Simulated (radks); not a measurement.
Results of a calculation; reference values are marked as such.
Task: Sm57+, 5 electrons, occupied as [He] 2s2 2p1. Code: a radial shooting solver on a logarithmic mesh with Libxc functionals. Model: Dirac Kohn-Sham, LB94 model potential, spin-unpolarised, spherical densities, finite nucleus; open shells fill j = l - 1/2 first; Fermi nuclear charge, rms radius 5.0819 fm.

Spin-orbit splittings of the eigenvalues, e(l+1/2) - e(l-1/2), with zeta = 2 splitting/(2l+1) and mean radii in bohr:

| shell | occ. | splitting (eV) | zeta (eV) | <r> j=l-1/2 | <r> j=l+1/2 |
|---|---|---|---|---|---|
| 2p | 1 | 687.8 | 458.5 | 0.07626 | 0.08229 |
| 3p | 0 | ? | ? | 0.1991 | 0.2076 |

Estimate the 3p splitting.

Result: 200.3 eV (zeta = 133.5 eV).
